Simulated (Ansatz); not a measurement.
```yaml
crystal:
  periodic: [false, false, false]
  atoms:
    - {symbol: C, position_ang: [-1.195781, -2.285587, 0.696444]}
    - {symbol: C, position_ang: [-0.687022, -1.242832, 0.389283]}
    - {symbol: C, position_ang: [-0.061512, -0.002854, 0.018132]}
    - {symbol: C, position_ang: [-0.891173, 1.169677, 0.076420]}
    - {symbol: C, position_ang: [-1.571754, 2.157305, 0.120253]}
    - {symbol: C, position_ang: [1.010759, -0.052242, -1.062361]}
    - {symbol: C, position_ang: [1.416325, 0.164747, 0.346136]}
    - {symbol: H, position_ang: [-1.652866, -3.206648, 0.969957]}
    - {symbol: H, position_ang: [-2.180542, 3.028960, 0.161281]}
    - {symbol: H, position_ang: [1.032331, 0.788692, -1.742461]}
    - {symbol: H, position_ang: [1.185616, -1.022493, -1.507567]}
    - {symbol: H, position_ang: [1.874433, -0.653950, 0.884694]}
    - {symbol: H, position_ang: [1.721176, 1.157234, 0.649792]}
basis:
  gaussian: {orbitals: def2-mTZVPP}
hamiltonian: {xc: {name: TPSS}, dispersion: d3bjatm}
accuracy: high
output: {forces: true}
```

```sh
$ ansatz run in.yaml --threads 4 --pin off --events-out ev --progress --plain --max-ram 10444MiB
```

Shortened log:

```
Error: YAML parse error: error: line 19 column 19: hamiltonian.xc: no functional is named "TPSS"; the names, which are not case-sensitive, are SVWN5, SPW92, PBE, PBE0, PBEsol, revPBE, revPBE0, RPBE, rPW86-PBE, HSE06, wPBEh, LC-wPBE, HISS, HF, BLYP, B3LYP, B3LYP5, BHLYP, CAM-B3LYP, r2SCAN, r2SCANh, r2SCAN0, r2SCAN50, m-r2SCAN, B97, wB97, wB97X, wB97X-V, B97M-V, wB97M-V, B2PLYP, B2GP-PLYP, PBE0-DH, PBE-QIDH
17 | basis:
18 |   gaussian: {orbitals: def2-mTZVPP}
19 | hamiltonian: {xc: {name: TPSS}, dispersion: d3bjatm}
20 | accuracy: high
21 | output: {forces: true}
```

Problem. Something in this input is off. What?

Solution. The method's name isn't one that the program takes here. The input was rejected before any iteration.

HSE06 is defined as in plane-wave codes.
